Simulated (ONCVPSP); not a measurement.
Cutoff test, Sc (Z = 21), ONCV

* Element: Sc (Z = 21)
* Generator: ONCVPSP 4.0.1
* Type: optimised norm-conserving Vanderbilt (ONCV)
* Functional: BLYP
* Relativity: fully relativistic
* Frozen core: [Ne] 3s2
* Valence charge: 9
* Reference configuration: 3p6 3d1 4s2
* Partial waves: 4s: rc 3.10 bohr, ncon 5, nbas 8, qcut 1.7 1/bohr, 2 projectors, debl 1.8 Ha; 3p: rc 1.20 bohr, ncon 4, nbas 7, qcut 6.1 1/bohr, 1 projector; 3d: rc 2.50 bohr, ncon 4, nbas 8, qcut 5.1 1/bohr, 2 projectors, debl 0.6 Ha
* Local potential: polynomial inside 0.85 bohr (lpopt 5, dvloc0 4 Ha)
* Core correction: polynomial model core, fcfact 0.6

Open shells are filled in proportion to 2j + 1.

Q: For each optimised wave give the share of its norm inside rc, the residual kinetic energy above qcut (Ha) and the cutoffs (Ha) for errors of 10, 1, 0.1 and 0.01 mHa per electron.

A:

| wave | norm inside rc | residual KE | 10 mHa | 1 mHa | 0.1 mHa | 0.01 mHa |
| --- | --- | --- | --- | --- | --- | --- |
| 4s | 0.371 | 7.0e-03 | 1.2 | 5.0 | 13.4 | 16.4 |
| s projector 2 | 0.230 | 2.5e-01 | 5.8 | 13.5 | 16.9 | 19.1 |
| 3p j=3/2 | 0.586 | 4.6e-04 | 12.4 | 16.6 | 79.3 | 101.9 |
| 3p j=1/2 | 0.593 | 4.4e-04 | 12.5 | 16.7 | 76.2 | 101.2 |
| 3d j=5/2 | 0.776 | 3.1e-04 | 9.9 | 11.9 | 24.0 | 39.2 |
| d projector 2 j=5/2 | 0.224 | 1.3e-03 | 10.8 | 13.9 | 31.8 | 47.6 |
| 3d j=3/2 | 0.778 | 3.1e-04 | 9.9 | 11.9 | 24.1 | 39.2 |
| d projector 2 j=3/2 | 0.224 | 1.3e-03 | 10.8 | 13.9 | 31.9 | 47.6 |

The occupied waves need 17 Ha and 79 Ha for 1 and 0.1 mHa. Note: ghosts flagged at negative energy: s at -59.6 eV; no localised positive-energy state flagged. A true bound ghost makes a file unfit for plane-wave use. 1 of 4 tests not solved or not reliable.
